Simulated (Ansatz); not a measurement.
The same path of CH4BClOS (9 atoms, charge 0, multiplicity 1) was run twice with different band settings. Lost on the way: C2–H7. Made: O1–H7.

Computed with Ansatz, UKS BLYP/def2-SVP.

Relaxed end points:

```xyz
9
Properties=species:S:1:pos:R:3
O 1.283 -0.176 -1.280
C 0.597 0.082 -0.117
Cl 1.235 -1.001 1.377
B -0.879 -0.492 -0.123
S -2.296 0.309 0.634
H 2.171 0.235 -1.232
H 0.761 1.103 0.284
H -1.107 -1.530 -0.694
H -1.677 1.423 1.134
```

```xyz
9
Properties=species:S:1:pos:R:3
O 1.580 -0.483 -0.757
C 0.487 0.070 0.366
Cl 1.354 0.280 1.844
B -0.867 -0.018 -0.163
S -2.455 0.359 0.700
H 1.978 0.312 -1.183
H 0.926 -0.840 -1.412
H -0.989 -0.358 -1.338
H -1.925 0.632 1.928
```

Common settings: movable images 5; climbing image yes; spring 5.0 eV/Å²; optimiser quadratic models (default); start path through a guess of the saddle point; iteration limit 60; end points relaxed.

| run | force threshold |
| --- | --- |
| 1 | 0.03 eV/Å |
| 2 | 0.2 eV/Å |

**Question.** What does each run give, and how far can it be trusted?

**Answer.** Run 1: converged after 43 iterations, highest image 2.953 eV above the first end. Neighbouring images differ by up to 2.3 eV, so the band resolves the path poorly. A vibrational analysis at the climbing image gives one clearly imaginary mode, 915i cm⁻¹: a first-order saddle point.
Run 2: converged after 32 iterations, highest image 2.949 eV above the first end. The threshold of 0.2 eV/Å is loose, so the images may lie well off the minimum-energy path. Neighbouring images differ by up to 2.3 eV, so the band resolves the path poorly. The order of the stationary point at the top wasn't checked.
The orbitals stay closed-shell, which can raise the energy where a bond breaks towards radicals; this wasn't checked here.
